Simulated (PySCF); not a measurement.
## A ladder of Hamiltonians for La⁵¹⁺ (lanthanum, charge +51)

Occupied: 1s1/2, 2s1/2, 2p1/2. Hartree-Fock calculated with PySCF 2.14 in an even-tempered Gaussian basis (16 s from 9.9 bohr⁻², ratio 2.7; 12 p from 12 bohr⁻², ratio 2.7), Gaussian nucleus throughout. NR is non-relativistic, sf-X2C the spin-free one-electron X2C Hamiltonian, X2C adds the bare one-electron spin-orbit term, X2C-SNSO screens it by Boettger's factors, DC is four-component Dirac-Coulomb, and the Gaunt and Breit terms are added at first order (total energies over the DC spinors, levels after relaxing the spinors in that mean field). QED terms are absent. Levels marked empty are virtual spinors of this ion.

| level (eV) | X2C | X2C-SNSO |
| --- | --- | --- |
| 1s1/2 | -43824.2 | -43825.3 |
| 2s1/2 | -10328.2 | -10328.6 |
| 2p1/2 | -10160.9 | -10148.4 |
| 2p3/2 (empty) | -9436.0 | -9441.1 |
| 3s1/2 (empty) | -4299.6 | -4299.7 |

Question: Where do the four-component calculations put these levels?

Answer: 1s1/2: DC -43853.5, DC+Gaunt -43764.0, DC+Breit -43766.9; 2s1/2: DC -10332.2, DC+Gaunt -10323.3, DC+Breit -10324.1; 2p1/2: DC -10151.6, DC+Gaunt -10133.0, DC+Breit -10135.2; 2p3/2 (empty): DC -9441.6, DC+Gaunt -9432.5, DC+Breit -9434.6; 3s1/2 (empty): DC -4300.6, DC+Gaunt -4298.0, DC+Breit -4298.4 (eV).

```tsv
Hamiltonian	E (hartree)	E − E(DC) (hartree)	CPU seconds
X2C	-4923.5573	0.8718	0.22
X2C-SNSO	-4922.6233	1.8058	0.22
DC	-4924.4291	0.0000	8.8
DC+Gaunt	-4919.9825	4.4466	18
DC+Breit	-4920.2133	4.2158	51
```

Weight of the small component: 1s1/2 0.0446, 2s1/2 0.0105, 2p1/2 0.0104, 2p3/2 0.00980, 3s1/2 0.00433.

Koopmans' value for the highest occupied level at DC+Breit: 10135.2 eV, against an ionisation energy of 10136 ± 4 eV (theoretical estimate listed by NIST; NIST Atomic Spectra Database, ionization energies); the former lacks relaxation, correlation, QED and recoil.

The whole ladder took 81 s of wall time on 1 thread of Neoverse-N1 (shared host), launched as `OMP_NUM_THREADS=1 python relrun2.py TASK.json OUT` (a driver that calls PySCF for each Hamiltonian).
